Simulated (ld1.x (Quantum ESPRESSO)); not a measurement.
## Bi (Z = 83): TM pseudisation with LDA (PZ), scalar-relativistic reference atom.

The input file (ld1.x (Quantum ESPRESSO) 7.5):

```
&input
   title='Bi', zed=83., rel=1, dft='PZ', iswitch=3,
   config='[Xe] 4f14 5d10 6s2 6p3',
   nld=2, rlderiv=2.75, eminld=-3.0, emaxld=5.0, deld=0.02
 /
 &inputp
   pseudotype=2, tm=.true., lloc=1,
   nlcc=.true., new_core_ps=.true., rcore=1.85,
   file_pseudopw='Bi.UPF', file_wfcaegen='ae.wfc', file_wfcncgen='nc.wfc', file_beta='beta', file_chi='chi'
 /
2
6S  1  0   2.00   0.00  1.95  1.95  0.0
6P  2  1   3.00   0.00  2.55  2.55  0.0
 &test
   configts(1)='6s2 6p3'
 /
```

Command:

```bash
ld1.x < Bi.in > Bi.out
```

Output (shortened: banner, matrices, multipoles, cross overlaps and the repeated all-electron block are left out):

```
Program LD1 v.7.5
     --------------------------- All-electron run ----------------------------

     Bi
     scalar relativistic calculation

     atomic number is 83.00
     dft =PZ   lsd =0 sic =0 latt =0  beta=0.20 tr2=1.0E-14
     Exchange-correlation= PZ
                           (   1   1   0   0   0   0   0)
     mesh =1283 r(mesh) = 100.09897 a.u. xmin = -7.00 dx = 0.01250
     1 Ry =  13.60569312 eV, c = 137.03599908

     n l     nl                  e(Ry)          e(Ha)          e(eV)
     1 0     1S 1( 2.00)     -6660.3049     -3330.1524    -90618.0646
     2 0     2S 1( 2.00)     -1196.7640      -598.3820    -16282.8042
     2 1     2P 1( 6.00)     -1023.9131      -511.9565    -13931.0471
     3 0     3S 1( 2.00)      -288.8585      -144.4292     -3930.1197
     3 1     3P 1( 6.00)      -239.4950      -119.7475     -3258.4952
     4 0     4S 1( 2.00)       -66.2436       -33.1218      -901.2901
     4 1     4P 1( 6.00)       -50.0695       -25.0347      -681.2301
     3 2     3D 1(10.00)      -189.8974       -94.9487     -2583.6851
     5 0     5S 1( 2.00)       -11.6146        -5.8073      -158.0248
     5 1     5P 1( 6.00)        -7.0526        -3.5263       -95.9551
     4 2     4D 1(10.00)       -31.5972       -15.7986      -429.9012
     4 3     4F 1(14.00)       -11.2417        -5.6209      -152.9513
     5 2     5D 1(10.00)        -1.9979        -0.9989       -27.1825
     6 0     6S 1( 2.00)        -1.0849        -0.5424       -14.7601
     6 1     6P 1( 3.00)        -0.3509        -0.1755        -4.7745

     final scf error:  4.3E-15 reached in  32 iterations

     Etot =  -43038.636449 Ry,  -21519.318224 Ha, -585570.479956 eV

     Ekin =   48824.772900 Ry,   24412.386450 Ha,  664294.876876 eV
     Encl = -107620.615714 Ry,  -53810.307857 Ha,-1464253.071117 eV
     Eh   =   16523.507501 Ry,    8261.753750 Ha,  224813.772369 eV
     Exc  =    -766.301135 Ry,    -383.150568 Ha,  -10426.058084 eV

     normalization and overlap integrals

     s(1S/1S) =  1.000000  <r> =   0.0158  <r2> =    0.0003  r(max) =   0.0096
     s(2S/2S) =  1.000000  <r> =   0.0665  <r2> =    0.0052  r(max) =   0.0561
     s(2P/2P) =  1.000000  <r> =   0.0606  <r2> =    0.0045  r(max) =   0.0471
     s(3S/3S) =  1.000000  <r> =   0.1717  <r2> =    0.0337  r(max) =   0.1582
     s(3P/3P) =  1.000000  <r> =   0.1738  <r2> =    0.0350  r(max) =   0.1582
     s(4S/4S) =  1.000000  <r> =   0.3773  <r2> =    0.1606  r(max) =   0.3565
     s(4P/4P) =  1.000000  <r> =   0.4029  <r2> =    0.1844  r(max) =   0.3748
     s(3D/3D) =  1.000000  <r> =   0.1575  <r2> =    0.0290  r(max) =   0.1295
     s(5S/5S) =  1.000000  <r> =   0.8299  <r2> =    0.7716  r(max) =   0.7739
     s(5P/5P) =  1.000000  <r> =   0.9475  <r2> =    1.0123  r(max) =   0.8553
     s(4D/4D) =  1.000000  <r> =   0.4227  <r2> =    0.2062  r(max) =   0.3795
     s(4F/4F) =  1.000000  <r> =   0.4411  <r2> =    0.2322  r(max) =   0.3434
     s(5D/5D) =  1.000000  <r> =   1.2360  <r2> =    1.7707  r(max) =   1.0316
     s(6S/6S) =  1.000000  <r> =   2.1663  <r2> =    5.3160  r(max) =   1.8564
     s(6P/6P) =  1.000000  <r> =   3.0419  <r2> =   10.7260  r(max) =   2.4441

     ------------------------ End of All-electron run ------------------------

     --------------------- Generating NC pseudopotential ---------------------

      Generating local pot.: lloc=1, matching radius rcloc =   2.5500

      Computing core charge for nlcc:

       r > 1.86 : true rho core
      Core charge pseudized with two Bessel functions
      Integrated core pseudo-charge :  14.61

      Wfc   6S  rcut= 1.927  Using Troullier-Martins method

     ------------------- End of pseudopotential generation -------------------

     Computing logarithmic derivative in   2.75228
     Computing logarithmic derivative in   2.75228
     Computing the partial wave expansion
     R is outside the sphere for l=    0 j= 0.00
       no projector for channel:   1

     ---------------------- Testing the pseudopotential ----------------------

     Bi
     scalar relativistic calculation

     atomic number is 83.00   valence charge is  5.00
     dft =PZ   lsd =0 sic =0 latt =0  beta=0.20 tr2=1.0E-14
     mesh =1283 r(mesh) = 100.09897 xmin = -7.00 dx = 0.01250

     n l     nl             e AE (Ry)        e PS (Ry)    De AE-PS (Ry)
     1 0     6S   1( 2.00)       -1.08485       -1.08486        0.00001
     2 1     6P   1( 3.00)       -0.35092       -0.35092        0.00000

     eps = 2.7E-15  iter =  7

     Etot =  -43038.636449 Ry,  -21519.318224 Ha, -585570.479956 eV
     Etotps =   -32.846814 Ry,     -16.423407 Ha,    -446.903667 eV

     Ekin =       3.194280 Ry,       1.597140 Ha,      43.460392 eV
     Encl =     -18.355384 Ry,      -9.177692 Ha,    -249.737726 eV
     Ehrt =       8.407117 Ry,       4.203558 Ha,     114.384653 eV
     Ecxc =     -25.289560 Ry,     -12.644780 Ha,    -344.081988 eV
     (Ecc =     -21.648323 Ry,     -10.824162 Ha,    -294.540444 eV)
     Epseu=      -0.803267 Ry,      -0.401633 Ha,     -10.928998 eV

     ---------------------- End of pseudopotential test ----------------------
```

Generation and configuration tests took about 1.9 s on one core of a shared server CPU.

Transferability test of the new file with ld1.x, input:

```
&input
   title='Bi', zed=83., rel=1, dft='PZ', iswitch=2,
   config='[Xe] 4f14 5d10 6s2 6p3'
 /
 &test
   file_pseudo='Bi.UPF', nconf=10,
   configts(1)='6s2 6p3',
   configts(2)='6s2 6p2',
   configts(3)='6s2 6p1',
   configts(4)='6s2 6p0',
   configts(5)='6s1 6p3',
   configts(6)='6s1 6p0',
   configts(7)='6s2 6p3.3',
   configts(8)='6s1 6p4',
   configts(9)='6s2 6p3', lsdts(9)=1,
   configts(10)='6s2 6p2', lsdts(10)=1
 /
```

```bash
ld1.x < Bi.test.in > Bi.test.out
```

Pseudopotential blocks of its output, shortened (energy terms left out):

```
     ---------------------- Testing the pseudopotential ----------------------

     n l     nl             e AE (Ry)        e PS (Ry)    De AE-PS (Ry)
     1 0     6S   1( 2.00)       -1.08485       -1.08486        0.00001
     2 1     6P   1( 3.00)       -0.35092       -0.35092        0.00000

     eps = 3.9E-15  iter =  7

     Etot =  -43038.636448 Ry,  -21519.318224 Ha, -585570.479947 eV
     Etotps =   -32.846814 Ry,     -16.423407 Ha,    -446.903668 eV

     ---------------------- End of pseudopotential test ----------------------

          ---------------------- Testing the pseudopotential ----------------------

     n l     nl             e AE (Ry)        e PS (Ry)    De AE-PS (Ry)
     1 0     6S   1( 2.00)       -1.65030       -1.65336        0.00306
     2 1     6P   1( 2.00)       -0.86131       -0.86289        0.00158

     eps = 1.0E-14  iter =  5

     Etot =  -43038.037148 Ry,  -21519.018574 Ha, -585562.326052 eV
     Etotps =   -32.246652 Ry,     -16.123326 Ha,    -438.738053 eV
     dEtot_ae =       0.599300 Ry
     dEtot_ps =       0.600162 Ry,   Delta E=      -0.000861 Ry

     ---------------------- End of pseudopotential test ----------------------

          ---------------------- Testing the pseudopotential ----------------------

     n l     nl             e AE (Ry)        e PS (Ry)    De AE-PS (Ry)
     1 0     6S   1( 2.00)       -2.28735       -2.29813        0.01078  !
     2 1     6P   1( 1.00)       -1.43682       -1.44360        0.00678  !

     eps = 4.8E-16  iter =  7

     Etot =  -43036.893107 Ry,  -21518.446553 Ha, -585546.760575 eV
     Etotps =   -31.098288 Ry,     -15.549144 Ha,    -423.113757 eV
     dEtot_ae =       1.743342 Ry
     dEtot_ps =       1.748526 Ry,   Delta E=      -0.005185 Ry

     ---------------------- End of pseudopotential test ----------------------

          ---------------------- Testing the pseudopotential ----------------------

     n l     nl             e AE (Ry)        e PS (Ry)    De AE-PS (Ry)
     1 0     6S   1( 2.00)       -2.97501       -3.00070        0.02569  !
     2 1     6P   1( 0.00)       -2.05662       -2.07532        0.01871  !

     eps = 3.9E-15  iter =  5

     Etot =  -43035.150097 Ry,  -21517.575048 Ha, -585523.045715 eV
     Etotps =   -29.342458 Ry,     -14.671229 Ha,    -399.224483 eV
     dEtot_ae =       3.486352 Ry
     dEtot_ps =       3.504355 Ry,   Delta E=      -0.018004 Ry

     ---------------------- End of pseudopotential test ----------------------

          ---------------------- Testing the pseudopotential ----------------------

     n l     nl             e AE (Ry)        e PS (Ry)    De AE-PS (Ry)
     1 0     6S   1( 1.00)       -1.73040       -1.73936        0.00896  !
     2 1     6P   1( 3.00)       -0.91774       -0.92136        0.00362

     eps = 2.2E-17  iter =  7

     Etot =  -43037.236379 Ry,  -21518.618189 Ha, -585551.431030 eV
     Etotps =   -31.442348 Ry,     -15.721174 Ha,    -427.794942 eV
     dEtot_ae =       1.400070 Ry
     dEtot_ps =       1.404466 Ry,   Delta E=      -0.004396 Ry

     ---------------------- End of pseudopotential test ----------------------

          ---------------------- Testing the pseudopotential ----------------------

     n l     nl             e AE (Ry)        e PS (Ry)    De AE-PS (Ry)
     1 0     6S   1( 1.00)       -3.78183       -3.84033        0.05850  !
     2 1     6P   1( 0.00)       -2.78022       -2.82543        0.04521  !

     eps = 1.2E-16  iter =  5

     Etot =  -43031.775416 Ry,  -21515.887708 Ha, -585477.130850 eV
     Etotps =   -25.925478 Ry,     -12.962739 Ha,    -352.734098 eV
     dEtot_ae =       6.861032 Ry
     dEtot_ps =       6.921336 Ry,   Delta E=      -0.060304 Ry

     ---------------------- End of pseudopotential test ----------------------

          ---------------------- Testing the pseudopotential ----------------------

     n l     nl             e AE (Ry)        e PS (Ry)    De AE-PS (Ry)
     1 0     6S   1( 2.00)       -0.93464       -0.93435       -0.00029
     2 1     6P   1( 3.30)       -0.21520       -0.21512       -0.00008

     eps = 7.1E-15  iter = 12

     Etot =  -43038.721085 Ry,  -21519.360543 Ha, -585571.631490 eV
     Etotps =   -32.931473 Ry,     -16.465737 Ha,    -448.055516 eV
     dEtot_ae =      -0.084637 Ry
     dEtot_ps =      -0.084659 Ry,   Delta E=       0.000022 Ry

     ---------------------- End of pseudopotential test ----------------------

          ---------------------- Testing the pseudopotential ----------------------

     n l     nl             e AE (Ry)        e PS (Ry)    De AE-PS (Ry)
     1 0     6S   1( 1.00)       -1.16106       -1.16583        0.00477
     2 1     6P   1( 4.00)       -0.39909       -0.40003        0.00094

     eps = 3.6E-16  iter = 10

     Etot =  -43037.888426 Ry,  -21518.944213 Ha, -585560.302592 eV
     Etotps =   -32.096759 Ry,     -16.048380 Ha,    -436.698656 eV
     dEtot_ae =       0.748022 Ry
     dEtot_ps =       0.750055 Ry,   Delta E=      -0.002033 Ry

     ---------------------- End of pseudopotential test ----------------------

          ---------------------- Testing the pseudopotential ----------------------

     n l     nl             e AE (Ry)        e PS (Ry)    De AE-PS (Ry)
     1 0     6S   1( 1.00)       -1.11397       -1.11461        0.00064
     2 1     6P   1( 3.00)       -0.38580       -0.38581        0.00001
     1 0     6S   2( 1.00)       -1.02193       -1.02225        0.00033
     2 1     6P   2( 0.00)       -0.27988       -0.28050        0.00062

     eps = 2.4E-15  iter = 11

     Etot =  -43038.711689 Ry,  -21519.355844 Ha, -585571.503644 eV
     Etotps =   -32.921733 Ry,     -16.460866 Ha,    -447.922991 eV
     dEtot_ae =      -0.075240 Ry
     dEtot_ps =      -0.074919 Ry,   Delta E=      -0.000321 Ry

     ---------------------- End of pseudopotential test ----------------------

          ---------------------- Testing the pseudopotential ----------------------

     n l     nl             e AE (Ry)        e PS (Ry)    De AE-PS (Ry)
     1 0     6S   1( 1.00)       -1.67876       -1.68235        0.00359
     2 1     6P   1( 2.00)       -0.89422       -0.89577        0.00155
     1 0     6S   2( 1.00)       -1.60676       -1.61026        0.00349
     2 1     6P   2( 0.00)       -0.81021       -0.81260        0.00239

     eps = 7.9E-15  iter =  7

     Etot =  -43038.077700 Ry,  -21519.038850 Ha, -585562.877794 eV
     Etotps =   -32.286876 Ry,     -16.143438 Ha,    -439.285327 eV
     dEtot_ae =       0.558748 Ry
     dEtot_ps =       0.559938 Ry,   Delta E=      -0.001190 Ry

     ---------------------- End of pseudopotential test ----------------------
```
